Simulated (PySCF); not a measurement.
Compound: Mo(OH)4 (triplet state).
Cartesian coordinates in Å at the PBE0-D3(BJ)/def2-SVP level; atoms count from 1:
```xyz
9
H4MoO4 angstrom
Mo     0.3557    0.0178    0.0102
O      0.7505    1.8526    0.1652
H      0.0128    2.4230    0.4276
O      1.1707   -1.0643    1.3039
H      0.7278   -1.4609    2.0638
O     -1.5184    0.2538    0.3081
H     -2.0549   -0.2320   -0.3349
O     -0.0720   -0.8002   -1.6533
H      0.6278   -0.9899   -2.2906
```

Theory: PySCF 2.14.0, PBE0-D3(BJ)/def2-SVP geometry optimisation, gas phase, def2 core potentials past Kr.

Take the most abundant isotopes and a rigid rotor. 

Q: Give the principal moments of inertia and the rotational constants in MHz.

A: Ia = 150.99, Ib = 157.57, Ic = 195.57 u·Å²; 505379 MHz·u·Å²/I gives A = 3347, B = 3207, C = 2584 MHz.

Q: What kind of rotor is it?

A: An asymmetric top; Ray's κ = 0.633.

Q: What does the inertial defect say?

A: Not planar: Δ = Ic − Ia − Ib = -112.99 u·Å². For a rigid frame Δ = −2 Σ m c², so Σ m c² = 56.50 u·Å² lies off the ab plane: 6.39 from hydrogen and 50.11 from heavier atoms. The atom farthest from that plane is 1.58 Å away.

Q: Give the other two planar moments, Paa and Pbb, and the rms extents of the mass along the axes.

A: Paa = Σ m a² = (Ib + Ic − Ia)/2 = 101.08 and Pbb = Σ m b² = (Ia + Ic − Ib)/2 = 94.49 u·Å². With the mass M = 165.92 u, the rms extents √(P/M) along a, b and c are 0.78, 0.75, 0.58 Å.

Q: Predict some low-J microwave lines.

A: The dipole components are |μa| = 0.24 D, |μb| = 1.11 D, |μc| = 0.09 D. The squared components, which scale the intensities, stand as 0.05 : 1.00 : 0.01 (a : b : c). Some lines, for components of 0.1 D or more:

```json
{"type": "b", "branch": "Q", "J(Ka,Kc)": "2(2,0) ← 2(1,1)", "MHz": "924", "lower level (cm⁻¹)": "0.626"}
{"type": "a", "branch": "Q", "J(Ka,Kc)": "4(3,1) ← 4(3,2)", "MHz": "1426", "lower level (cm⁻¹)": "2.094"}
{"type": "b", "branch": "Q", "J(Ka,Kc)": "4(4,1) ← 4(3,2)", "MHz": "2811", "lower level (cm⁻¹)": "2.094"}
{"type": "a", "branch": "Q", "J(Ka,Kc)": "4(2,2) ← 4(2,3)", "MHz": "3242", "lower level (cm⁻¹)": "1.977"}
{"type": "b", "branch": "Q", "J(Ka,Kc)": "3(2,2) ← 3(1,3)", "MHz": "3478", "lower level (cm⁻¹)": "1.103"}
{"type": "b", "branch": "Q", "J(Ka,Kc)": "4(1,3) ← 4(0,4)", "MHz": "4805", "lower level (cm⁻¹)": "1.816"}
{"type": "b", "branch": "Q", "J(Ka,Kc)": "4(2,3) ← 4(1,4)", "MHz": "4819", "lower level (cm⁻¹)": "1.816"}
{"type": "b", "branch": "R", "J(Ka,Kc)": "2(2,1) ← 1(1,0)", "MHz": "12626", "lower level (cm⁻¹)": "0.219"}
{"type": "b", "branch": "R", "J(Ka,Kc)": "2(2,0) ← 1(1,1)", "MHz": "13753", "lower level (cm⁻¹)": "0.198"}
{"type": "b", "branch": "R", "J(Ka,Kc)": "3(0,3) ← 2(1,2)", "MHz": "16184", "lower level (cm⁻¹)": "0.563"}
{"type": "a", "branch": "R", "J(Ka,Kc)": "3(1,3) ← 2(1,2)", "MHz": "16186", "lower level (cm⁻¹)": "0.563"}
{"type": "b", "branch": "R", "J(Ka,Kc)": "3(1,3) ← 2(0,2)", "MHz": "16207", "lower level (cm⁻¹)": "0.563"}
{"type": "a", "branch": "R", "J(Ka,Kc)": "3(2,2) ← 2(2,1)", "MHz": "17374", "lower level (cm⁻¹)": "0.640"}
{"type": "b", "branch": "R", "J(Ka,Kc)": "3(3,1) ← 2(2,0)", "MHz": "19381", "lower level (cm⁻¹)": "0.657"}
{"type": "a", "branch": "R", "J(Ka,Kc)": "4(1,4) ← 3(1,3)", "MHz": "21362", "lower level (cm⁻¹)": "1.103"}
{"type": "a", "branch": "R", "J(Ka,Kc)": "4(0,4) ← 3(0,3)", "MHz": "21364", "lower level (cm⁻¹)": "1.103"}
{"type": "a", "branch": "R", "J(Ka,Kc)": "4(2,3) ← 3(2,2)", "MHz": "22704", "lower level (cm⁻¹)": "1.219"}
{"type": "b", "branch": "R", "J(Ka,Kc)": "4(2,3) ← 3(1,2)", "MHz": "22806", "lower level (cm⁻¹)": "1.216"}
{"type": "a", "branch": "R", "J(Ka,Kc)": "4(3,2) ← 3(3,1)", "MHz": "23723", "lower level (cm⁻¹)": "1.303"}
{"type": "a", "branch": "R", "J(Ka,Kc)": "4(3,1) ← 3(3,0)", "MHz": "24786", "lower level (cm⁻¹)": "1.315"}
{"type": "b", "branch": "R", "J(Ka,Kc)": "4(4,1) ← 3(3,0)", "MHz": "26171", "lower level (cm⁻¹)": "1.315"}
```

For this open shell read J as N, the rotation without spin; fine and hyperfine splittings come on top. Not checked by PBE0-D3(BJ)/def2-SVP frequencies. ⟨S²⟩ = 2.008 (exact for a triplet: 2.00). Constants of a rigid frame at the computed geometry: no zero-point averaging, no centrifugal distortion.

For an open-shell metal species like this, the optimisation's SCF solution wasn't tested for stability and no frequencies at its level were run, so a lower state or another shape may exist.
